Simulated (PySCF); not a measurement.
Cl2H2SeSi.

```xyz
6

Si    -0.4527     0.2480     0.5732
Cl    -2.0349    -0.8201    -0.2130
Cl    -0.5369     2.2123    -0.0692
Se     1.4212    -0.8112    -0.1695
H     -0.5677     0.2698     2.0474
H      2.3053     0.1725     0.4903
```
Charge 0, spin multiplicity 1.

Geometry optimised at B3LYP-D3(BJ)/def2-SVP. The structure was generated by enumeration, and PubChem lists no compound with its InChIKey, so it may never have been made. The values are those of a single conformer.

The numbers are results of PySCF with B3LYP/pcSseg-1, not measurements. Non-relativistic, no solvent.

Computed absolute GIAO shielding of each atom: isotropic value and principal components (ppm):
| atom | σ(iso) | σ11 | σ22 | σ33 | span |
|---|---|---|---|---|---|
| Si1 | 295.6 | 241.5 | 310.8 | 334.5 | 93.0 |
| Cl2 | 835.6 | 701.4 | 827.8 | 977.7 | 276.2 |
| Cl3 | 773.0 | 643.6 | 736.4 | 938.9 | 295.2 |
| Se4 | 1877.9 | 1579.1 | 1831.3 | 2223.3 | 644.1 |
| H5 | 24.8 | 21.3 | 22.4 | 30.9 | 9.6 |
| H6 | 30.1 | 20.8 | 26.0 | 43.6 | 22.9 |
